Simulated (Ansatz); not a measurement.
Compare A (`CC1(F)[SiH2][SiH2]1`) with its isomer B (`FC1C[SiH2][SiH2]1`).

Computed with Ansatz on PBE0-D4/def2-TZVP structures; ΔE is electronic, products minus reactants. CCSD(T)/CBS adds triple-zeta CCSD(T) − MP2 to the extrapolated MP2 energy (def2 sets, frozen cores). Functionals use def2-TZVPP.

Problem. Which is lower in electronic energy at CCSD(T)/CBS, and by how much? (Estimate.)

Solution. Computed: B, by 19.5 kcal/mol.

Problem. Give E(B) − E(A) in kcal/mol with B2PLYP, PBE-D4, HF/def2-TZVPP, MP2/def2-TZVPP, CCSD/def2-TZVPP, r2SCAN-D4, ωB97M-V. (Best estimate.)

Solution. Computed: B2PLYP -19.0, PBE-D4 -16.9, HF/def2-TZVPP -22.2, MP2/def2-TZVPP -20.4, CCSD/def2-TZVPP -20.6, r2SCAN-D4 -17.6, ωB97M-V -19.7. None reverses the order clearly.

Largest T1 diagnostic: 0.013.

From PBE to PBE0 (25 % exact exchange), in def2-TZVPP and without D4, E(B) − E(A) moves by −1.9 kcal/mol. In def2-TZVPP, CCSD(T) changes the Hartree–Fock value by +2.3 kcal/mol (the triples alone add +0.6 kcal/mol) and MP2 by +1.8 kcal/mol.
